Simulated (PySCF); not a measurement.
Computed properties of Ge(I)(SH) (GeHIS), SMILES [Ge]([SH])[I]

Ge(I)(SH) (GeHIS), SMILES [SH][Ge][I] (connectivity only; charge and spin as stated), neutral, multiplicity 1. Geometry: PBE0-D3(BJ)/def2-SVP. The def2 effective core potentials stand for the cores of I; spin–orbit coupling is left out. Other conformers were not sampled. All values are computed for the isolated molecule unless a solvent is named; none is compared with measurement here.

**Structure.** The optimised structure has Cs symmetry. All 6 harmonic modes at PBE0-D3(BJ)/def2-SVP (PySCF) are real, so it is a minimum. With heavy atoms numbered as in [Ge:1]([I:2])[SH:3], the shortest bond between them is Ge1–S3 at 2.236 Å and the longest Ge1–I2 at 2.564 Å.

**Vibrations.** The strongest infrared lines (harmonic, unscaled, degenerate partners summed) lie at 394 cm⁻¹ (45 km/mol, S 65 %, Ge 32 %), 236 cm⁻¹ (35 km/mol, Ge 64 %, I 35 %), 376 cm⁻¹ (17 km/mol, H 97 %). The softest mode is at 113 cm⁻¹ and the zero-point energy is 6.5 kcal/mol.

**Electronic structure.** M06-2X/def2-TZVPD (PySCF) places the frontier levels at -8.16 and -2.03 eV, a gap of 6.13 eV, and gives a dipole moment of 2.37 D and a mean polarisability of 94.0 bohr³.

**Excitations.** TDA-ωB97X/def2-SVPD (PySCF) has S1 at 3.39 eV (366 nm, f = 0.010, weak); the most intense of the 10 singlets computed lies at 6.53 eV (f = 0.32). T1 (TDA) is at 2.51 eV, 0.88 eV under S1. No vertical singlet excitation falls in the visible range (under 3.1 eV).
